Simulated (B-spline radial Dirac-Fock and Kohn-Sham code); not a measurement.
## Elastic and transport cross sections of rhodium for positrons

These are calculated numbers from an atomic code on a B-spline grid; the model is relativistic (Dirac) partial waves in the static field of the Dirac-Fock atom, without polarisation or absorption potentials. Below a few hundred eV the neglected polarisation potential matters, most of all at small angles. σ_tr1 and σ_tr2 weight the cross section with 1 − P₁ and 1 − P₂ of cos θ; "backward" is the share scattered beyond 90°.

```
energy (eV)  σ (a₀²)  σ_tr1 (a₀²)  σ_tr2 (a₀²)  σ/σ_tr1  backward (%)
        105     17.1         4.00         6.65     4.26           7.0
        299     11.8         1.94         3.42     6.10           4.4
        530     9.55         1.21         2.24     7.88           3.1
        587     9.18         1.11         2.07     8.29           2.8
        665     8.74        0.988         1.87     8.85           2.6
        681     8.65        0.966         1.83     8.96           2.6
       2190        ?            ?            ?        ?             ?
       2220     5.11        0.289        0.590     17.7           1.1
       2350     4.97        0.272        0.556     18.3           1.0
       2710     4.62        0.232        0.478     19.9          0.94
       6140     2.93       0.0882        0.191     33.2          0.48
      11200     2.02       0.0401       0.0905     50.5          0.27
      14900     1.68       0.0270       0.0620     62.3          0.20
      30300     1.03      0.00949       0.0228      109         0.096
      43100    0.807      0.00550       0.0135      147         0.064
      64800    0.605      0.00288      0.00721      210         0.039
```

Question: Fill in the row for 2.19 keV.

Answer: σ = 5.15 a₀², σ_tr1 = 0.293 a₀², σ_tr2 = 0.599 a₀², σ/σ_tr1 = 17.6, backward 1.1 %. The ratio σ/σ_tr1 is roughly the number of elastic collisions that randomise the direction.
